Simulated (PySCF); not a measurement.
CH$_{3}$S (SMILES [CH2]S), doublet, at a GFN2-xTB geometry, with bond 3-1 at 1.8 times its length; HF/STO-3G run with PySCF.

Here is a job for PySCF.
```python
from pyscf import gto, scf

mol = gto.M(
    atom='''
C    -1.021466    0.467068    0.140557
S     0.490583   -0.307596   -0.060362
H    -2.563929   -0.671655   -0.058326
H    -1.101559    1.518340   -0.043332
H     1.259417    0.766349    0.135711
''',
    basis='sto-3g',
    charge=0,
    spin=1,
    verbose=4,
)

mf = scf.UHF(mol)
mf.kernel()
mo_i, mo_e, stable_i, stable_e = mf.stability(internal=True, external=True, return_status=True, nroots=6, tol=1e-6)
print('internally stable:', stable_i, ' externally stable:', stable_e)
if not stable_i:
    umf = mf.copy()
    umf.scf_summary = {}
    umf.kernel(umf.make_rdm1(mo_i, mf.mo_occ))
mf.analyze()
```

### Question
Write the output that PySCF gives for this input, abridged.

### Answer

```
PySCF version 2.14.0

[INPUT] verbose = 4
[INPUT] num. atoms = 5
[INPUT] num. electrons = 25
[INPUT] charge = 0
[INPUT] spin (= nelec alpha-beta = 2S) = 1
[INPUT] symmetry False subgroup None
[INPUT] Mole.unit = angstrom
[INPUT] Symbol           X                Y                Z      unit          X                Y                Z       unit  Magmom
[...]
nuclear repulsion = 48.8203972745861
number of shells = 11
number of NR pGTOs = 51
number of NR cGTOs = 17
basis = sto-3g
ecp = {}

******** <class 'pyscf.scf.uhf.UHF'> ********
method = UHF
initial guess = minao
damping factor = 0
level_shift factor = 0
DIIS = <class 'pyscf.scf.diis.CDIIS'>
diis_start_cycle = 1
diis_space = 8
diis_damp = 0
SCF conv_tol = 1e-09
SCF conv_tol_grad = None
SCF max_cycles = 50
direct_scf = True
direct_scf_tol = 1e-13
number electrons alpha = 13  beta = 12
Set gradient conv threshold to 3.16228e-05
init E= -431.702448331339

cycle= 1 E= -431.984402281225  delta_E= -0.282  |g|= 0.172  |ddm|= 1.94
cycle= 2 E= -432.023620810633  delta_E= -0.0392  |g|= 0.0785  |ddm|= 0.417
cycle= 3 E= -432.034142528909  delta_E= -0.0105  |g|= 0.0507  |ddm|= 0.174
cycle= 4 E= -432.041972796964  delta_E= -0.00783  |g|= 0.0419  |ddm|= 0.153
cycle= 5 E= -432.049238948018  delta_E= -0.00727  |g|= 0.0431  |ddm|= 0.137
cycle= 6 E= -432.045043028482  delta_E= 0.0042  |g|= 0.0402  |ddm|= 0.0812
cycle= 7 E= -432.038522977487  delta_E= 0.00652  |g|= 0.018  |ddm|= 0.442
cycle= 8 E= -432.046064307384  delta_E= -0.00754  |g|= 0.0334  |ddm|= 0.392
cycle= 9 E= -432.044897347578  delta_E= 0.00117  |g|= 0.0308  |ddm|= 0.0375
cycle= 10 E= -432.040151839808  delta_E= 0.00475  |g|= 0.0072  |ddm|= 0.268
cycle= 11 E= -432.039898027141  delta_E= 0.000254  |g|= 0.00124  |ddm|= 0.0584
cycle= 12 E= -432.039895470296  delta_E= 2.56e-06  |g|= 0.000348  |ddm|= 0.0106
cycle= 13 E= -432.039896415625  delta_E= -9.45e-07  |g|= 0.00052  |ddm|= 0.00656
cycle= 14 E= -432.039895151987  delta_E= 1.26e-06  |g|= 4.93e-05  |ddm|= 0.00488
cycle= 15 E= -432.039895168895  delta_E= -1.69e-08  |g|= 3.59e-05  |ddm|= 0.000496
cycle= 16 E= -432.039895165673  delta_E= 3.22e-09  |g|= 1.58e-05  |ddm|= 0.000473
cycle= 17 E= -432.039895164833  delta_E= 8.4e-10  |g|= 2.32e-06  |ddm|= 0.000127
Extra cycle  E= -432.039895164846  delta_E= -1.33e-11  |g|= 1.84e-06  |ddm|= 6.04e-06
converged SCF energy = -432.039895164846  <S^2> = 0.765492  2S+1 = 2.0154325
[...]
<class 'pyscf.scf.uhf.UHF'> wavefunction has an internal instability
<class 'pyscf.scf.uhf.UHF'> wavefunction is stable in the real -> complex stability analysis
<class 'pyscf.scf.uhf.UHF'> wavefunction has an UHF/UKS -> GHF/GKS instability
internally stable: False  externally stable: False
[...]
cycle= 11 E= -432.07271995074  delta_E= -7.41e-09  |g|= 1.98e-05  |ddm|= 0.00026
cycle= 12 E= -432.072719952077  delta_E= -1.34e-09  |g|= 5.99e-06  |ddm|= 0.000123
cycle= 13 E= -432.072719952188  delta_E= -1.12e-10  |g|= 2.03e-06  |ddm|= 3.9e-05
Extra cycle  E= -432.072719952196  delta_E= -7.84e-12  |g|= 1.27e-06  |ddm|= 5.25e-06
converged SCF energy = -432.072719952196  <S^2> = 1.3475227  2S+1 = 2.5278629
**** SCF Summaries ****
Total Energy =                        -432.039895164846257
Nuclear Repulsion Energy =              48.820397274586092
One-electron Energy =                 -696.159920821149285
Two-electron Energy =                  215.299628381716929
Two-electron Coulomb Energy =          246.651951038687656
DFT Exchange-Correlation Energy =      -31.352322656970728
**** MO energy ****
                             alpha | beta                alpha | beta
[...]
To work with the spin densities directly, `use mulliken_meta_spin()` only printing them here.

 ** Mulliken spin pop alpha/beta on meta-lowdin orthogonal AOs **
 ** Mulliken Spin Density (per AO)  **
spin_pop of  0 C 1s       -0.00002
spin_pop of  0 C 2s        0.08764
spin_pop of  0 C 2px      -0.01746
spin_pop of  0 C 2py       0.00787
spin_pop of  0 C 2pz       0.84102
spin_pop of  1 S 1s        0.00000
spin_pop of  1 S 2s        0.00000
spin_pop of  1 S 3s        0.00133
spin_pop of  1 S 2px      -0.00001
spin_pop of  1 S 2py      -0.00001
spin_pop of  1 S 2pz       0.00005
spin_pop of  1 S 3px      -0.03988
spin_pop of  1 S 3py      -0.01068
spin_pop of  1 S 3pz       0.08057
spin_pop of  2 H 1s        0.10591
spin_pop of  3 H 1s       -0.04647
spin_pop of  4 H 1s       -0.00986
 ** Mulliken Spin Density (per atom)  **
spin density of  0 C =      0.91905
spin density of  1 S =      0.03137
spin density of  2 H =      0.10591
spin density of  3 H =     -0.04647
spin density of  4 H =     -0.00986
 ** Mulliken pop alpha/beta on meta-lowdin orthogonal AOs **
 ** Mulliken pop       alpha | beta **
[...]
In total            13.00000 | 12.00000
 ** Mulliken atomic charges   ( Nelec_alpha | Nelec_beta ) **
charge of  0C =     -0.13486  (     3.52696      2.60791 )
charge of  1S =      0.17242  (     7.92947      7.89811 )
charge of  2H =     -0.03092  (     0.56842      0.46250 )
charge of  3H =      0.03216  (     0.46068      0.50715 )
charge of  4H =     -0.03880  (     0.51447      0.52433 )
Dipole moment(X, Y, Z, Debye):  0.54584,  1.11234, -0.13460
```
